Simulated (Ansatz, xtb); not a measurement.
## C3H7BrOSi: which of two isomers lies lower

We compare a, `Br[Si@@H]1CCCO1`, a singlet, with b, `C=CCO[SiH2]Br`, a singlet. Both are isolated molecules in the gas phase, relaxed with r2SCAN-D4/def2-SVP; the shapes shown needn't be the lowest conformers.

a (Å):

```yaml
atoms:
  - { symbol: C, position_ang: [1.5549, -0.8657, -1.9738] }
  - { symbol: C, position_ang: [1.4936, -0.7428, -0.4376] }
  - { symbol: C, position_ang: [0.0195, -0.8509, -0.0227] }
  - { symbol: Br, position_ang: [1.0964, -4.2433, -2.1646] }
  - { symbol: O, position_ang: [-0.6277, -1.8319, -0.8411] }
  - { symbol: Si, position_ang: [0.2356, -2.1780, -2.2294] }
  - { symbol: H, position_ang: [-0.6349, -2.1256, -3.4283] }
  - { symbol: H, position_ang: [1.2307, 0.0730, -2.4605] }
  - { symbol: H, position_ang: [2.5588, -1.1126, -2.3486] }
  - { symbol: H, position_ang: [2.0604, -1.5752, 0.0155] }
  - { symbol: H, position_ang: [1.9399, 0.1953, -0.0671] }
  - { symbol: H, position_ang: [-0.4974, 0.1184, -0.1599] }
  - { symbol: H, position_ang: [-0.0899, -1.1442, 1.0340] }
```

b (Å):

```xyz
13

C    -1.4895   -0.4477   -0.9708
C    -0.1932   -0.4854   -1.2883
C     0.6212   -1.7332   -1.4069
Br    2.0965   -4.8569    0.0169
O    -0.1605   -2.8817   -1.1372
Si    0.3505   -4.4424   -1.3173
H    -2.0255    0.5023   -0.8972
H    -2.0423   -1.3704   -0.7738
H     0.3626    0.4413   -1.4828
H     1.0606   -1.7913   -2.4258
H     1.4781   -1.6851   -0.7039
H    -0.7803   -5.3070   -0.9113
H     0.8132   -4.7042   -2.7088
```

Quicker runs give these differences E(b) − E(a): GFN2-xTB +18.4 kcal/mol; HF/STO-3G +59.8 kcal/mol (at GFN2-xTB geometries); r2SCAN-D4/def2-SVP//GFN2-xTB +28.7 kcal/mol.

Estimate E(b) − E(a) at the level CCSD(T)/def2-SVP + ΔMP2/def2-TZVPP.

Calculated at CCSD(T)/def2-SVP + ΔMP2/def2-TZVPP: E(b) − E(a) = +25.3 kcal/mol, so structure a lies lower.

The same difference at several levels:

```csv
level,geometry,E(b) − E(a) (kcal/mol),departure from the last row (kcal/mol),"job, with rough time for the two"
GFN2-xTB,GFN2-xTB,+18.4,−6.9,"optimisation, 0.21 s"
HF/STO-3G,GFN2-xTB,+59.8,+34.4,"single point, 0.42 s"
r2SCAN-D4/def2-SVP//GFN2-xTB,GFN2-xTB,+28.7,+3.3,"single point, 3.6 s"
r2SCAN-D4/def2-SVP,r2SCAN-D4/def2-SVP,+28.0,+2.7,"optimisation, 82 s"
HF/def2-SVP,r2SCAN-D4/def2-SVP,+20.5,−4.8,part of the CCSD(T) run
MP2/def2-SVP,r2SCAN-D4/def2-SVP,+27.3,+1.9,part of the CCSD(T) run
CCSD(T)/def2-SVP,r2SCAN-D4/def2-SVP,+24.0,−1.3,single point
CCSD(T)/def2-SVP + ΔMP2/def2-TZVPP,r2SCAN-D4/def2-SVP,+25.3,,"single point, 71 s"
```

As drawn, b has 1 C=C, 1 Si–H in place of 1 C–Si, 1 C–C, 1 C–H. Structure a has a 5-membered ring, b no ring.

The levels shown agree on the order. The largest departure from CCSD(T)/def2-SVP + ΔMP2/def2-TZVPP is that of HF/STO-3G, 34.4 kcal/mol. The last row adds to CCSD(T) the change of the MP2 difference between the two basis sets, here +1.3 kcal/mol.

With thermal terms from frequencies at re-optimised GFN2-xTB minima (ideal gas, soft modes damped towards free rotors, one conformer each, 298.15 K, 1 atm): on the last row, ΔE + ΔZPE = +21.5, ΔH = +22.4, ΔG = +20.0 kcal/mol.

The correlated steps freeze 18 core orbitals; the filled d shell of Br is correlated, in a basis made for valence electrons. Mirror images aren't counted in ΔG. Codes used: Ansatz 0.2.0, xtb 6.7.1; the last row on 4 threads of Arm Neoverse V1 on a shared host.
